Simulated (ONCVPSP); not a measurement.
What one change does to a pseudopotential (cadmium, ONCV)

cadmium (Cd), optimised norm-conserving Vanderbilt (ONCV), made with ONCVPSP 4.0.1 (PBEsol, scalar-relativistic). Core [Ar] 3d10, reference 4s2 4p6 4d10 5s1.5 5p0.5. Waves: 4s+5s: rc 1.50 bohr, ncon 4, nbas 8, qcut 9.2 1/bohr, 3 projectors, debl 1.6 Ha; 4p+5p: rc 1.25 bohr, ncon 4, nbas 9, qcut 10.5 1/bohr, 3 projectors, debl 3.2 Ha; 4d: rc 1.35 bohr, ncon 4, nbas 8, qcut 10.9 1/bohr, 2 projectors, debl 4 Ha. Local part: polynomial inside 1.20 bohr (lpopt 3, dvloc0 4 Ha). Core correction: Teter function, fcfact 3.75, rcfact 1.25.

Change: p: qcut 12.1.

Cutoffs: the cutoffs (Ha) at which the residual kinetic energy of the hardest occupied pseudo-wave falls to 1 and 0.1 mHa per electron; they do not see the model core or the augmentation charge, which bear on the density cutoff. Errors are all-electron minus pseudo energies relative to the spin-unpolarised reference configuration.

Task: Predict the effect on cutoff, ghosts and configuration errors.

Result: The potential gets harder (39 Ha and 47 Ha → 47 Ha and 56 Ha); the errors of the 4 common tests hardly move; neither file shows a bound ghost. The waves are optimised to have the least kinetic energy above qcut, so the cutoff follows it (qcut²/2 in Ha).

| quantity | base | changed |
| --- | --- | --- |
| cutoff, loose | 39 Ha | 47 Ha |
| cutoff, tight | 47 Ha | 56 Ha |
| loose cutoff by channel | s 28 Ha, p 39 Ha, d 38 Ha | s 28 Ha, p 47 Ha, d 38 Ha |
| bound ghosts | none | none |
| GHOST(+) flags under 300 eV | none | none |
| error for 4s2 4p6 4d10 5s2 5p0, meV [ΔE -2.32 eV] | +0.3 | +0.3 |
| error for 4s2 4p6 4d10 5s1 5p0, meV [ΔE 6.99 eV] | -1.2 | -1.2 |
| error for 4s2 4p6 4d10 5s0 5p0, meV [ΔE 24.08 eV] | -5.4 | -5.4 |
| error for 4s2 4p5 4d10 5s2 5p0, meV [ΔE 71.81 eV] | -52 | -45 |
| s: phases at 1.52 bohr within 0.05 rad from the reference energy up to (Ha; the scan ends near 5) | to the end of the scan | to the end of the scan |
| p: phases at 1.27 bohr within 0.05 rad from the reference energy up to (Ha; the scan ends near 5) | to the end of the scan | to the end of the scan |
| d: phases at 1.37 bohr within 0.05 rad from the reference energy up to (Ha; the scan ends near 5) | to the end of the scan | to the end of the scan |
| rms error of d²Exc/dni dnj with the model core, mHa | 0.38 | 0.42 |
